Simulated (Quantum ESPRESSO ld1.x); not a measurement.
The numbers below are computed, except where a source is named.
Species: the zinc ion Zn12+. Configuration: [Ar].

Code: ld1.x of Quantum ESPRESSO 7.5. Model: Dirac Kohn-Sham, B86b exchange with PBE correlation, spin-unpolarised, spherical densities, point nucleus.

Energy parts (hartree):
total: -1735.490
kinetic: 1769.808
electron-nucleus: -3932.662
Hartree: 487.515
exchange-correlation: -60.152

Orbitals (lengths in bohr, moments of r in powers of bohr; r(max) is where P^2 peaks):
[
 {"orbital": "1s1/2", "occ.": "2", "eigenvalue (hartree)": "-363.565", "r(max)": "0.033", "<1/r>": "30.22", "<r^2>": "0.003407"},
 {"orbital": "2s1/2", "occ.": "2", "eigenvalue (hartree)": "-56.3605", "r(max)": "0.189", "<1/r>": "6.644", "<r^2>": "0.05972"},
 {"orbital": "2p1/2", "occ.": "2", "eigenvalue (hartree)": "-51.2907", "r(max)": "0.150", "<1/r>": "6.591", "<r^2>": "0.04672"},
 {"orbital": "2p3/2", "occ.": "4", "eigenvalue (hartree)": "-50.4114", "r(max)": "0.154", "<1/r>": "6.435", "<r^2>": "0.04820"},
 {"orbital": "3s1/2", "occ.": "2", "eigenvalue (hartree)": "-16.5149", "r(max)": "0.553", "<1/r>": "2.380", "<r^2>": "0.4187"},
 {"orbital": "3p1/2", "occ.": "2", "eigenvalue (hartree)": "-14.8632", "r(max)": "0.544", "<1/r>": "2.302", "<r^2>": "0.4172"},
 {"orbital": "3p3/2", "occ.": "4", "eigenvalue (hartree)": "-14.7037", "r(max)": "0.548", "<1/r>": "2.267", "<r^2>": "0.4256"},
 {"orbital": "3d3/2", "occ.": "0", "eigenvalue (hartree)": "-12.0815", "r(max)": "0.467", "<1/r>": "2.115", "<r^2>": "0.3809"},
 {"orbital": "3d5/2", "occ.": "0", "eigenvalue (hartree)": "-12.0531", "r(max)": "0.471", "<1/r>": "2.107", "<r^2>": "0.3830"},
 {"orbital": "4s1/2", "occ.": "0", "eigenvalue (hartree)": "-7.40270", "r(max)": "1.23", "<1/r>": "1.124", "<r^2>": "1.781"},
 {"orbital": "4p1/2", "occ.": "0", "eigenvalue (hartree)": "-6.80178", "r(max)": "1.26", "<1/r>": "1.083", "<r^2>": "1.888"},
 {"orbital": "4p3/2", "occ.": "0", "eigenvalue (hartree)": "-6.75446", "r(max)": "1.27", "<1/r>": "1.072", "<r^2>": "1.914"},
 {"orbital": "4f5/2", "occ.": "0", "eigenvalue (hartree)": "-5.06860", "r(max)": "1.13", "<1/r>": "0.8926", "<r^2>": "1.850"},
 {"orbital": "4f7/2", "occ.": "0", "eigenvalue (hartree)": "-5.06685", "r(max)": "1.13", "<1/r>": "0.8920", "<r^2>": "1.852"}
]

The highest occupied level is 3p3/2 at -400.11 eV. For comparison, the ionisation energy in NIST's Atomic Spectra Database is 418 eV (semi-empirical). In exact Kohn-Sham theory the highest level is minus the ionisation energy, but local and semilocal functionals leave it too shallow, through self-interaction and a potential that decays too fast; potentials with the right tail come closer. The density falls to 0.001 e/bohr^3 at r = 1.61 bohr.
